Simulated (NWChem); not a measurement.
System: GaP, triplet; SMILES [P]=[Ga]

NWChem input:

```
start job
memory heap 200 mb stack 900 mb global 1100 mb
geometry units angstroms noautoz
  Ga     0.000000     0.000000    -0.842204
  P      0.000000     0.000000     1.638676
end
basis spherical
  * library 6-31g*
end
dft
  odft
  mult 3
  xc r2scan
  iterations 200
  convergence diis 3
end
task dft gradient
```

Output (shortened):

```
             Northwest Computational Chemistry Package (NWChem) 7.3.0
             --------------------------------------------------------

 ORDER OF PRIMARY AXIS IS BEING SET TO 4
 C4V symmetry detected

                             Geometry "geometry" -> ""
                             -------------------------

 Output coordinates in angstroms (scale by  1.889725989 to convert to a.u.)

  No.       Tag          Charge          X              Y              Z
 ---- ---------------- ---------- -------------- -------------- --------------
    1 Ga                  31.0000     0.00000000     0.00000000    -0.80898261
    2 P                   15.0000     0.00000000     0.00000000     1.67189739

 Effective nuclear repulsion energy (a.u.)      99.1855393187

      Symmetry information
      --------------------

 Group name             C4v
 Group number             18
 Group order               8
 No. of unique centers     2

                                 NWChem DFT Module
                                 -----------------

 Summary of "ao basis" -> "ao basis" (spherical)
 ------------------------------------------------------------------------------
       Tag                 Description            Shells   Functions and Types
 ---------------- ------------------------------  ------  ---------------------
 Ga                          6-31g*                 12       32   5s4p3d
 P                           6-31g*                  8       18   4s3p1d

      Symmetry analysis of basis
      --------------------------

        a1         20
        a2          0
        b1          4
        b2          4
        e          22

            General Information
            -------------------
          SCF calculation type: DFT
          Wavefunction type:  spin polarized.
          No. of atoms     :     2
          No. of electrons :    46
           Alpha electrons :    24
            Beta electrons :    22
          Charge           :     0
          Spin multiplicity:     3
          Use of symmetry is: on ; symmetry adaption is: on
          Maximum number of iterations: 200
          AO basis - number of functions:    50
                     number of shells:    20
          Convergence on energy requested:  1.00D-06
          Convergence on density requested:  1.00D-05
          Convergence on gradient requested:  5.00D-04

              XC Information
              --------------
                      r^2SCAN Method XC Functional
               r^2SCAN metaGGA Exchange Functional  1.000
                     r^2SCAN Correlation Potential  1.000

             Grid Information
             ----------------
          Grid used for XC integration:  medium
          Radial quadrature: Mura-Knowles
          Angular quadrature: Lebedev.
          Tag              B.-S. Rad. Rad. Pts. Rad. Cut. Ang. Pts.
          ---              ---------- --------- --------- ---------
          Ga                  1.30      112          10.0       590
          P                   1.00       88          10.0       590
          Grid pruning is: on
          Number of quadrature shells:   200
          Spatial weights used:  Erf1

      Superposition of Atomic Density Guess
      -------------------------------------

 Sum of atomic energies:       -2263.57552518

      Non-variational initial energy
      ------------------------------

 Total energy =   -2263.434381
 1-e energy   =   -3353.192478
 2-e energy   =     990.572557
 HOMO         =      -0.192799
 LUMO         =      -0.166482

   Symmetry analysis of molecular orbitals - initial alpha
   -------------------------------------------------------

 !! scf_movecs_sym_adapt:    8 vectors were symmetry contaminated

  Symmetry fudging

 !! scf_movecs_sym_adapt:    6 vectors were symmetry contaminated

  Numbering of irreducible representations:

     1 a1          2 a2          3 b1          4 b2          5 e

  Orbital symmetries:

     1 a1          2 a1          3 a1          4 a1          5 e
     6 e           7 a1          8 a1          9 a1         10 e
    11 e          12 a1         13 e          14 e          15 a1
    16 e          17 e          18 b1         19 b2         20 a1
    21 a1         22 e          23 e          24 a1         25 e
    26 e          27 a1         28 a1         29 e          30 e
    31 a1         32 a1         33 e          34 e

   Symmetry analysis of molecular orbitals - initial beta
   ------------------------------------------------------

 !! scf_movecs_sym_adapt:    8 vectors were symmetry contaminated

  Symmetry fudging

 !! scf_movecs_sym_adapt:    6 vectors were symmetry contaminated

  Numbering of irreducible representations:

     1 a1          2 a2          3 b1          4 b2          5 e

  Orbital symmetries:

     1 a1          2 a1          3 a1          4 a1          5 e
     6 e           7 a1          8 a1          9 a1         10 e
    11 e          12 a1         13 e          14 e          15 a1
    16 e          17 e          18 b1         19 b2         20 a1
    21 a1         22 e          23 e          24 a1         25 e
    26 e          27 a1         28 a1         29 e          30 e
    31 a1         32 a1         33 e          34 e

   convergence    iter        energy       DeltaE   RMS-Dens  Diis-err
 ---------------- ----- ----------------- --------- --------- ---------
 d= 0,ls=0.0,diis     1  -2265.7356132901 -2.36D+03  2.31D-02  4.32D-02
                                                     2.12D-02  3.48D-02
 d= 0,ls=0.5,diis     2  -2265.3629841067  3.73D-01  4.03D-03  4.59D-01
                                                     3.12D-03  1.96D-01
 d= 0,ls=0.5,diis     3  -2265.5157439724 -1.53D-01  3.35D-03  2.99D-01
                                                     2.15D-03  1.14D-01
 d= 0,ls=0.5,diis     4  -2265.6189613785 -1.03D-01  4.60D-03  1.92D-01
                                                     2.77D-03  6.84D-02
 d= 0,ls=0.5,diis     5  -2265.7197527204 -1.01D-01  2.89D-03  7.96D-02
                                                     1.29D-03  2.40D-02
  Resetting Diis
 d= 0,ls=0.5,diis     6  -2265.7614202324 -4.17D-02  2.10D-03  3.74D-02
                                                     8.11D-04  1.06D-02
 d= 0,ls=0.5,diis     7  -2265.7819060361 -2.05D-02  3.43D-03  1.71D-02
                                                     2.14D-03  4.11D-03
 d= 0,ls=0.5,diis     8  -2265.7977599456 -1.59D-02  1.31D-03  2.79D-03
                                                     7.47D-04  1.28D-03
 d= 0,ls=0.5,diis     9  -2265.8005769164 -2.82D-03  8.47D-04  1.27D-03
                                                     4.99D-04  6.43D-04
 d= 0,ls=0.5,diis    10  -2265.8019259251 -1.35D-03  6.61D-04  4.92D-04
                                                     4.54D-04  1.49D-04
 d= 0,ls=0.5,diis    11  -2265.8026250321 -6.99D-04  4.45D-04  2.76D-04
                                                     1.40D-04  2.17D-05
 d= 0,ls=0.5,diis    12  -2265.8030208938 -3.96D-04  3.79D-04  1.44D-04
                                                     2.69D-04  3.13D-05
 d= 0,ls=0.5,diis    13  -2265.8032404735 -2.20D-04  2.61D-04  9.69D-05
                                                     1.72D-04  8.09D-06
 d= 0,ls=0.5,diis    14  -2265.8033555128 -1.15D-04  2.01D-04  7.86D-05
                                                     6.41D-05  1.18D-05
 d= 0,ls=0.5,diis    15  -2265.8034385491 -8.30D-05  1.45D-04  2.81D-05
                                                     1.08D-04  5.35D-06
 d= 0,ls=0.5,diis    16  -2265.8034786410 -4.01D-05  1.05D-04  1.90D-05
                                                     4.70D-05  1.89D-06
 d= 0,ls=0.5,diis    17  -2265.8035033877 -2.47D-05  7.94D-05  1.18D-05
                                                     3.29D-05  3.52D-06
 d= 0,ls=0.5,diis    18  -2265.8035174521 -1.41D-05  6.40D-05  6.01D-06
                                                     5.40D-05  2.58D-06
 d= 0,ls=0.5,diis    19  -2265.8035255712 -8.12D-06  4.73D-05  3.34D-06
                                                     2.63D-05  3.83D-07
 d= 0,ls=0.5,diis    20  -2265.8035305386 -4.97D-06  3.38D-05  1.79D-06
                                                     2.54D-05  4.33D-07
 d= 0,ls=0.5,diis    21  -2265.8035332734 -2.73D-06  2.69D-05  1.31D-06
                                                     2.40D-05  4.32D-07
 d= 0,ls=0.5,diis    22  -2265.8035348700 -1.60D-06  2.28D-05  8.58D-07
                                                     1.19D-05  1.46D-07
 d= 0,ls=0.5,diis    23  -2265.8035359583 -1.09D-06  1.53D-05  3.43D-07
                                                     1.38D-05  9.20D-08
 d= 0,ls=0.5,diis    24  -2265.8035365178 -5.60D-07  1.15D-05  2.39D-07
                                                     8.24D-06  4.58D-08
 d= 0,ls=0.5,diis    25  -2265.8035368539 -3.36D-07  9.52D-06  1.70D-07
                                                     6.17D-06  6.60D-08

         Total DFT energy =    -2265.803537066089
      One electron energy =    -3352.738692418938
           Coulomb energy =     1085.900592651367
    Exchange-Corr. energy =      -98.150976617171
 Nuclear repulsion energy =       99.185539318653

 Numeric. integr. density =       46.000000088598

                  Occupations of the irreducible representations
                  ----------------------------------------------

[...]

                         DFT ENERGY GRADIENTS

    atom               coordinates                        gradient
                 x          y          z           x          y          z
   1 Ga      0.000000   0.000000  -1.528755    0.000000   0.000000  -0.001870
   2 P       0.000000   0.000000   3.159428    0.000000   0.000000   0.001870
```

Level: r2SCAN/6-31G* (spherical d), spin-unrestricted. Structure relaxed at the PBE-D3(BJ)/def2-SVP, spin-unrestricted level. No stability test was run on the SCF state.
